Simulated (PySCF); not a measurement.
**Si⁺: excitation energy**

Si⁺ [Ne] 3s2 3p1 (2P) → Si⁺ [Ne] 3s1 3p2 (4P), as a difference of total energies. All numbers are calculated (PySCF 2.14, scalar relativity by spin-free X2C-1e, in x2c-TZVPPall with one added diffuse shell each of s, p, d type (6s6p4d1f, 51 functions)). Correlated levels: valence: [Ne] frozen; valence and next inner shell: 1s2 frozen. The calculations carry no spin-orbit coupling.

```json
{"method": "UHF", "excitation energy (eV)": "3.937"}
{"method": "LDA", "excitation energy (eV)": "5.406"}
{"method": "PBE", "excitation energy (eV)": "5.290"}
{"method": "PBE0", "excitation energy (eV)": "5.131"}
{"method": "r2SCAN", "excitation energy (eV)": "4.709"}
{"method": "BP86", "excitation energy (eV)": "5.322"}
{"method": "LC-wPBE", "excitation energy (eV)": "4.967"}
{"method": "wB97M-V", "excitation energy (eV)": "5.670"}
{"method": "BLYP", "excitation energy (eV)": "5.665"}
{"method": "MP2 (valence)", "excitation energy (eV)": "4.789"}
{"method": "SCS-MP2 (valence)", "excitation energy (eV)": "5.129"}
{"method": "MP2 (valence and next inner shell)", "excitation energy (eV)": "4.969"}
{"method": "SCS-MP2 (valence and next inner shell)", "excitation energy (eV)": "5.268"}
```

Q: How much does correlation contribute at MP2 (valence and next inner shell)?

A: 4.969 − (3.937) = 1.032 eV, measured against UHF.

Errors of the correlated levels include the incompleteness of this basis and the frozen core.

For comparison: 5.308 eV (measured; NIST levels, between the centres of gravity of the two terms).
